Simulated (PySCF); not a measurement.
Precursor series Zn CH3-H. Gas-phase values, no solvent. One relaxed conformer stands for each flexible species; it need not be the lowest.

The charge on the central atom (Mulliken) from two functionals at the same geometries (BP86-D3(BJ)/def2-SVP), both in PySCF: PBE-D3(BJ)/def2-TZVP and TPSSh-D3(BJ)/def2-TZVP. 

```csv
species,PBE-D3(BJ)/def2-TZVP (e)
0 of 2 CH3 replaced by H ([Zn(CH3)2]),0.31
1 of 2 CH3 replaced by H ([Zn(CH3)(H)]),0.19
2 of 2 CH3 replaced by H ([Zn(H)2]),0.06
```

### Question
What does TPSSh-D3(BJ)/def2-TZVP give for each?

### Answer

- 0 of 2 CH3 replaced by H ([Zn(CH3)2]): 0.35
- 1 of 2 CH3 replaced by H ([Zn(CH3)(H)]): 0.24
- 2 of 2 CH3 replaced by H ([Zn(H)2]): 0.11
Over these rows, drawn at random from the members with no instability flagged (it was tested for open shells, ions and some series alone), PBE minus TPSSh-D3(BJ): mean -0.05 e, from -0.05 e to -0.05 e.
